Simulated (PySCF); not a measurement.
A side-by-side comparison of computed properties.

First species: C5H7NO2.
Z-matrix (Å and degrees, PBE0-D3(BJ)/def2-SVP geometry), rows numbered from 1:
```
C 
C   1  1.3363
C   2  1.4870  1  120.60
O   3  1.2176  2  121.35  1     0.83
C   3  1.5107  2  116.52  1  -177.38
C   5  1.5299  3  118.35  2  -144.85
N   6  1.3502  5  115.30  3   -36.81
O   6  1.2127  5  120.00  3   146.10
H   1  1.0944  2  119.49  3    -0.19
H   1  1.0924  2  121.92  3  -179.98
H   2  1.0938  1  121.44  3   179.96
H   5  1.1063  3  106.09  2    95.26
H   5  1.0973  3  111.74  2   -20.18
H   7  1.0175  6  118.75  5    14.39
H   7  1.0118  6  117.48  5   175.53
```

Second species: 2-selenophenecarboxylic acid, C5H4O2Se.
Cartesian coordinates in Å at the PBE0-D3(BJ)/def2-SVP level; atoms count from 1:
```
atom  x, y, z in Å
O1    -2.355    1.214    0.433
C2    -1.829    0.234   -0.029
O3    -2.522   -0.772   -0.587
C4    -0.382   -0.004   -0.053
C5     0.564    0.872    0.420
C6     1.904    0.422    0.288
C7     2.031   -0.816   -0.289
Se8    0.398   -1.550   -0.738
H9    -3.459   -0.530   -0.525
H10    0.273    1.831    0.854
H11    2.765    1.008    0.616
H12    2.959   -1.354   -0.485
```

Levels: CAM-B3LYP/def2-SVPD for dipole moment, HOMO energy, LUMO energy, HOMO–LUMO gap, static isotropic polarisability and electronic spatial extent ⟨r²⟩ about the centre of nuclear charge; TDDFT CAM-B3LYP/def2-SVPD for lowest singlet excitation; PBE0-D3(BJ)/def2-SVP for rotational constant A and rotational constant C. Geometries: PBE0-D3(BJ)/def2-SVP. Each species is one conformer at its optimised geometry, gas phase, non-relativistic unless stated. Electronic properties by PySCF.

Dipoles, sizes and rotational constants follow the conformer. The torsions of the flexible species, by atom-mapped SMILES:
- `[CH2:1]=[CH:2][C:3](=[O:4])[CH2:5][C:6]([NH2:7])=[O:8]`: C1–C2–C3–O4 1°, C2–C3–C5–C6 -145°, C3–C5–C6–N7 -37°, H–N7–C6–C5 14°, H–N7–C6–C5 176°
- `[O:1]=[C:2]([OH:3])[c:4]1[cH:5][cH:6][cH:7][se:8]1`: O1–C2–C4–C5 -2°, H–O3–C2–O1 0°

Question: Which has the higher rotational constant A?

Answer: The first: 5.223 GHz against 2.684 GHz, a difference of 2.539 GHz.

Question: Which has the higher ⟨r²⟩?

Answer: The second: 1230 bohr² against 1164 bohr², a difference of 66 bohr².

Question: Which has the higher dipole moment?

Answer: The first: 3.60 D against 2.14 D, a difference of 1.46 D.

Question: Which of the two has the higher LUMO energy, and by how much?

Answer: The second: -0.83 eV against -1.21 eV, a difference of 0.38 eV.

Question: Which has the higher rotational constant C?

Answer: The first: 0.964 GHz against 0.850 GHz, a difference of 0.114 GHz.

Question: Which has the higher static isotropic polarisability?

Answer: The second: 89.5 au against 75.6 au, a difference of 13.9 au.

Question: Which of the two has the higher HOMO energy, and by how much?

Answer: The second: -8.54 eV against -8.95 eV, a difference of 0.41 eV.

Question: Which of the two has the higher S1 energy, and by how much?

Answer: The second: 4.80 eV against 3.94 eV, a difference of 0.86 eV.

On the first: The dipole equals about 12.0 × 10⁻³⁰ C·m (1 D = 3.33564 × 10⁻³⁰ C·m). No computed singlet falls in the visible range (750 to 380 nm, 1.65 to 3.26 eV); S1 lies 0.68 eV above its blue end.

On the second: The principal polarisabilities are 54.9, 100.0 and 113.7 au; their mean is the isotropic value. The polarisability is 13.27 Å³ as a volume (1 au = 0.148185 Å³), or 1.07 au for each of the 84 electrons. The calculation is non-relativistic and has no spin–orbit coupling, an omission that weighs most on selenium.
